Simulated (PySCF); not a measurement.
Here is a job for PySCF.
```python
from pyscf import gto, scf, dft

mol = gto.M(
    atom='''
Ge   -0.01929445   -0.00138719    0.27034132
Cl   -0.21577045    2.04019173   -0.21134258
Cl    1.89128543   -0.81909955   -0.07563228
Cl   -1.63154486   -1.21793090   -0.32910572
H    -0.13006941   -0.00935147    1.82244780
''',
    basis='sto-3g',
    charge=1,
    spin=1,
    verbose=4,
)

mf = dft.UKS(mol)
mf.xc = 'b3lyp'
mf.grids.atom_grid = (99, 590)
mf.grids.prune = None
mf.kernel()
```

Problem. What does this run give for the Mulliken (on the basis functions themselves) charges in atom order, <S^2>?

Solution. 
```json
{
  "Mulliken (on the basis functions themselves) charges in atom order": "Ge1 0.89, Cl2 0.00, Cl3 0.00, Cl4 0.00, H5 0.11",
  "<S^2>": "0.753"
}
```

These values belong to the state on which the SCF converged, which isn't shown to be the lowest.
